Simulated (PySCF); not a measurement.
O3Zr, SMILES [O]=[Zr]1[O][O]1, multiplicity 1.

Geometry: B3LYP-D3(BJ)/def2-TZVP. The multiplicity is an assumed one; other spin states were not compared. The def2 effective core potentials stand for the cores of Zr; spin–orbit coupling is left out.

Two levels are set side by side: PBE/def2-TZVPD (PySCF) and CAM-B3LYP/def2-TZVPD (PySCF). Same geometry, gas phase. Differences are taken from unrounded values.

```
quantity                     CAM-B3LYP    PBE  PBE minus CAM-B3LYP
---------------------------  ---------  -----  -------------------
orbital gap (eV)                  5.89   1.76                -4.13
highest occupied level (eV)      -8.32  -5.33                 2.99
lowest empty level (eV)          -2.43  -3.57                -1.14
dipole moment (D)                 7.85   6.99                -0.86
mean polarisability (bohr³)       44.4   48.5                  4.1
```

PBE's occupied levels lie high since its potential decays too fast outside the molecule; exact exchange lowers them and widens the gap. Loosely held outer electrons make PBE densities more polarisable. Differences between two approximate levels are no errors against the true value.

Rough cost on one machine, each run with all the roots and properties that it gave: CAM-B3LYP against PBE within a factor of 2.
